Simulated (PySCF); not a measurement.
Gas-phase reaction: 2 H2Se + C4H8 (isobutene) → 2 Se(CH3)2

Computed with PySCF and rigid-rotor harmonic-oscillator thermochemistry at 1 bar. † marks an energy on the PBE0/def2-TZVP geometry and frequencies; other levels use their own. 6-31G* has spherical d functions here. All species are closed-shell singlets. B3LYP is the form with VWN-RPA correlation. Se: all electrons, no relativistic terms.

```csv
level,"ΔH°(298 K), kJ"
B3LYP/6-31G*,[?]
PBE/def2-TZVP†,-42
PBE0/def2-SVP†,[?]
r2SCAN/def2-TZVP†,-42
ωB97M-V/def2-TZVP†,[?]
ωB97X-V/def2-TZVP†,-47
```

Problem. Complete the blanks.

Solution. 
- B3LYP/6-31G*, ΔH°(298 K), kJ: -44
- PBE0/def2-SVP†, ΔH°(298 K), kJ: -27
- ωB97M-V/def2-TZVP†, ΔH°(298 K), kJ: -38
